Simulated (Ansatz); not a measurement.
Born–Oppenheimer molecular dynamics of CH₂FSSi (6 atoms, charge -1, multiplicity 1). It starts at the highest image of a converged band. Of that band: Neighbouring images differ by up to 1.4 eV, so the band resolves the path poorly. A vibrational analysis at the climbing image gives one clearly imaginary mode, 889i cm⁻¹: a first-order saddle point.

The calculation used Ansatz, RKS PBE-D4/def2-SVP.

```yaml
ensemble: NVE (velocity Verlet)
time_step: 0.5 fs
steps_asked: 200
starting_velocities_drawn_for: 100 K
seed: 7169
```

First frame:

```xyz
6
Properties=species:S:1:pos:R:3
F -0.787 -1.863 0.935
Si 0.338 -1.286 -0.230
C 0.801 0.469 0.246
S -0.995 0.650 -0.909
H 0.187 1.248 -1.313
H 0.456 0.781 1.271
```

Task: What does the run give?

Result: The run went to its last step.

* steps done: 200
* time covered: 100 fs
* mean temperature over the second half: 922 K
* spread of the potential energy over the second half: 13.9 meV per atom
* mean potential energy of the second half above the start: -70.8 meV per atom

The conserved energy stayed within 0.11 meV per atom of its start (net change -0.07 meV per atom), so the integration is sound. The system heated up, since it started high on the potential surface and ran downhill. A run of 0.1 ps of so small a system gives no equilibrium averages. The orbitals stay closed-shell, which can raise the energy where a bond breaks towards radicals; this wasn't checked here. Limits of this set-up: an anion without diffuse functions, the dipole of an ion depends on the origin.

Task: What happens to the structure?

Result: The step under study would form S4–H5 and break C3–H5. These pairs go: S4–H5 1.38 → 1.53 Å, C3–H5 1.85 → 2.67 Å. In the last frame they stand as after the step (other bonds may differ from the relaxed reactants and products). It ends as one piece, CH2FSSi (total charge -1). Pairs count as bonded within 1.25 times the sum of covalent radii (0.12 Å more for H–H). Another seed would give other details.

Task: How do temperature and energy run in time?

Result: 
| time (fs) | T (K) | potential energy less start (eV) | conserved less start (meV/atom) |
| --- | --- | --- | --- |
| 0.0 | 100 | 0.000 | 0.00 |
| 3.0 | 96 | 0.002 | 0.00 |
| 6.0 | 93 | 0.004 | 0.00 |
| 9.0 | 99 | 0.001 | 0.01 |
| 12.0 | 138 | -0.020 | 0.01 |
| 15.0 | 227 | -0.065 | 0.01 |
| 18.0 | 378 | -0.144 | 0.00 |
| 21.0 | 557 | -0.236 | -0.01 |
| 24.0 | 678 | -0.299 | -0.03 |
| 27.0 | 684 | -0.302 | -0.02 |
| 30.0 | 621 | -0.269 | -0.01 |
| 33.0 | 549 | -0.232 | 0.00 |
| 36.0 | 528 | -0.221 | 0.00 |
| 39.0 | 614 | -0.266 | 0.01 |
| 42.0 | 818 | -0.371 | -0.01 |
| 45.0 | 1065 | -0.499 | -0.03 |
| 48.0 | 1217 | -0.578 | -0.07 |
| 51.0 | 1117 | -0.526 | -0.06 |
| 54.0 | 862 | -0.394 | 0.00 |
| 57.0 | 798 | -0.361 | 0.01 |
| 60.0 | 965 | -0.447 | -0.03 |
| 63.0 | 1116 | -0.526 | -0.06 |
| 66.0 | 1061 | -0.497 | -0.05 |
| 69.0 | 881 | -0.404 | -0.01 |
| 72.0 | 762 | -0.342 | 0.02 |
| 75.0 | 876 | -0.401 | 0.01 |
| 78.0 | 1134 | -0.535 | -0.05 |
| 81.0 | 1236 | -0.588 | -0.08 |
| 84.0 | 1019 | -0.475 | -0.04 |
| 87.0 | 752 | -0.337 | 0.00 |
| 90.0 | 681 | -0.300 | -0.02 |
| 93.0 | 713 | -0.317 | 0.00 |
| 96.0 | 861 | -0.394 | -0.06 |
| 99.0 | 851 | -0.389 | -0.10 |

The run took 5.6 min on 1 thread of Arm Neoverse V2, with other jobs on the host, peak memory 0.12 GiB.
